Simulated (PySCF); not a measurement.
Al(OH) (AlHO), SMILES [OH][Al] (connectivity only; charge and spin as stated), neutral, multiplicity 1. Atoms are numbered in the order given.

```xyz
3

Al     0.0000     0.0000     0.7315
O      0.0000     0.0000    -0.9507
H      0.0000     0.0000    -1.9043
```

Geometry optimised at B3LYP-D3(BJ)/def2-TZVPD.

The numbers are results of IEF-PCM-M06-2X/def2-TZVPD (PySCF), not measurements.

The values are the electrostatic part of the solvation free energy, E(continuum) − E(gas) at the gas-phase geometry, in a cavity of scaled van der Waals radii (PySCF's table); cavitation and dispersion terms are not included. A continuum can't describe solvent molecules that bind to the metal. In vacuum the orbital gap is 7.41 eV. The dipole moment in vacuum is 0.79 D.

```json
[
 {"solvent": "water", "ε": "78.36", "ΔG(elec) (kcal/mol)": "-3.2", "dipole (D)": "0.98", "gap (eV)": "7.45"},
 {"solvent": "toluene", "ε": "2.37", "ΔG(elec) (kcal/mol)": "-1.5", "dipole (D)": "0.86", "gap (eV)": "7.42"},
 {"solvent": "diethylether", "ε": "4.24", "ΔG(elec) (kcal/mol)": "-2.2", "dipole (D)": "0.90", "gap (eV)": "7.43"}
]
```
